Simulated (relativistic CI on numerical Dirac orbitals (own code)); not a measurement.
## Spin-allowed bands of a d2 ion in a tetrahedral site, by hand

Problem. Take Δ = 3190 cm⁻¹ and B = 580 cm⁻¹ for a d2 ion in a tetrahedral site. Calculate the three spin-allowed bands.

Working.
1. The terms of highest spin are 3F (energy 0) and 3P (15B = 8700 cm⁻¹). Here the F term splits into A2 at −1.2Δ = -3828, T2 at −0.2Δ = -638 and T1 at +0.6Δ = 1914 cm⁻¹.
2. The two T1 states mix through the element 0.4Δ: H = [[1914, 1276], [1276, 8700]], with roots ½(H₁₁ + H₂₂) ∓ ½√[(H₂₂ − H₁₁)² + 4H₁₂²] = ½(10614) ∓ ½(7250) = 1682 and 8932 cm⁻¹.
3. The ground term is 3A2 at -3828 cm⁻¹.
4. Bands: 3T2 3190 cm⁻¹ (3135 nm), 3T1(F) 5510 cm⁻¹ (1815 nm), 3T1(P) 12760 cm⁻¹ (784 nm).

Check. Exact diagonalisation of the whole d2 shell with these parameters gives 3T2 3190, 3T1 5510, 3T1 12760 cm⁻¹. The match is exact, since without spin-orbit coupling no other term has this spin. The ratio of the second band to the first, 1.727, depends on Δ/B = 5.5 alone, which is how a Tanabe-Sugano diagram is read.
